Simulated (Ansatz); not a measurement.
Basis-set series for ClH$_{2}$O$_{2}$Y, SMILES `[OH][Y]([OH])[Cl]`. Total charge 0; spin multiplicity 1. Y: def2 effective core potential. Geometry: relaxed with PBE0-D4/def2-TZVP. It is one conformer, not always the lowest.

```
functional       basis  functions  energy (Eh)  HOMO (eV)  LUMO (eV)
   PBE0-D4    def2-SVP         87   -649.81374      -8.03      -1.77
   PBE0-D4  def2-QZVPP        325   -650.19229      -8.29      -1.84
   ωB97M-V    def2-SVP         87   -649.99377     -10.28      -0.38
   ωB97M-V  def2-QZVPP        325   -650.37391     -10.60      -0.58
```

Task: Give the rows for def2-TZVPP. (An estimate is asked.)

Result: Computed: 
| functional | basis | functions | energy (Eh) | HOMO (eV) | LUMO (eV) |
| --- | --- | --- | --- | --- | --- |
| PBE0-D4 | def2-TZVPP | 188 | -650.16653 | -8.25 | -1.84 |
| ωB97M-V | def2-TZVPP | 188 | -650.34938 | -10.55 | -0.52 |
